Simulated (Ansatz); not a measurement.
Compare A (`C=N[CH2][GeH3]`) with its isomer B (`C1[CH2][GeH2][NH]1`).

Calculated with Ansatz (gas phase, PBE0-D4/def2-TZVP geometries, no zero-point term in ΔE). CCSD(T)/CBS is the MP2 limit (def2-TZVPP, def2-QZVPP) plus CCSD(T) − MP2 in def2-TZVPP, frozen cores. DFT in def2-TZVPP. B3LYP here is the variant with VWN-RPA as its local correlation; programs differ in this. For Ge outer-core shells are correlated without core-valence functions, which leaves a few kJ/mol of doubt a bond. Scalar relativity is left out up to krypton. One conformer a species, not always the lowest.

Question: Which isomer does CCSD(T)/CBS put lower? Give the gap. (Best estimate.)

Answer: The calculation gave: B, by 12.0 kcal/mol.

Question: Give E(B) − E(A) in kcal/mol with PBE-D4, MP2/def2-TZVPP, HF/def2-TZVPP, B3LYP-D4, ωB97M-V, PBE0-D4, CCSD/def2-TZVPP. (Best estimate.)

Answer: The calculation gave: PBE-D4 -10.3, MP2/def2-TZVPP -13.6, HF/def2-TZVPP -7.0, B3LYP-D4 -7.5, ωB97M-V -11.7, PBE0-D4 -13.1, CCSD/def2-TZVPP -10.9. None reverses the order clearly.

Largest T1 diagnostic: 0.012.

In def2-TZVPP, CCSD(T) changes the Hartree–Fock value by −3.7 kcal/mol (the triples alone add +0.2 kcal/mol) and MP2 by −6.6 kcal/mol. From PBE to PBE0 (25 % exact exchange), in def2-TZVPP and without D4, E(B) − E(A) moves by −2.8 kcal/mol.
